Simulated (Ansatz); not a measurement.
Species: sum formula H₃SiO₂, net charge 0, doublet state. It need not be the lowest isomer of its formula. 
Coordinates optimised at B3LYP-D3(BJ)/def2-TZVP (Ansatz, a program for electronic structure):
SMILES: O[SiH]O
```xyz
6

Si    -0.3570    -0.3703     0.0132
O     -0.7098     1.2051    -0.3306
O      1.2669    -0.6419     0.1788
H     -0.9050    -0.7721     1.3409
H     -0.3933     1.9005     0.2563
H      1.8401    -0.4495    -0.5687
```
Charge 0, spin multiplicity 2.

Computed values are from Ansatz. Valence correlation only, unless marked. UHF or UKS for open shells. Spin-orbit coupling is left out. Non-relativistic. CBS marks a two-point X^-3 extrapolation of the correlation energy; Hartree-Fock from the larger set (for Q and 5 zeta extrapolated as (X+1)exp(-9√X)).

The atomisation energy De is 2127.9 kJ/mol at CCSD(T)/CBS(cc-pV(Q+d)Z,cc-pV(5+d)Z) and the total energy is -441.2619 Eh at CCSD(T)/CBS(cc-pV(Q+d)Z,cc-pV(5+d)Z). The dipole moment is 1.32 D at CCSD(T)/aug-cc-pV(D+d)Z. The T1 diagnostic comes out as 0.014 at CCSD/cc-pV(5+d)Z.
